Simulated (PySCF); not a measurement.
NbCl5, optimised at PBE/def2-SVP:

```xyz
6

Nb    -0.0175     0.0087     0.0001
Cl     0.4571     0.9734    -2.0234
Cl    -1.5591    -1.4097    -1.0376
Cl     1.5240     1.4272     1.0377
Cl    -1.6888     0.8643     1.3135
Cl     1.1795    -1.8115     0.7103
```

Method: PySCF energies (xtb for GFN2) plus ideal-gas RRHO corrections (1 bar). All species are closed-shell singlets. Nb: scalar-relativistic def2 core potential, no spin-orbit coupling.

Q: List the harmonic frequencies (cm⁻¹, unscaled) at this level and at the other levels, each on its own geometry.

A: 
- PBE/def2-SVP: 56, 56, 143, 143, 173, 176, 176, 316, 375, 395, 420, 420
- GFN2-xTB: 60, 60, 113, 113, 152, 165, 165, 199, 276, 305, 318, 318
- PBE0/def2-TZVP: 58, 58, 148, 148, 177, 183, 183, 324, 402, 402, 440, 440
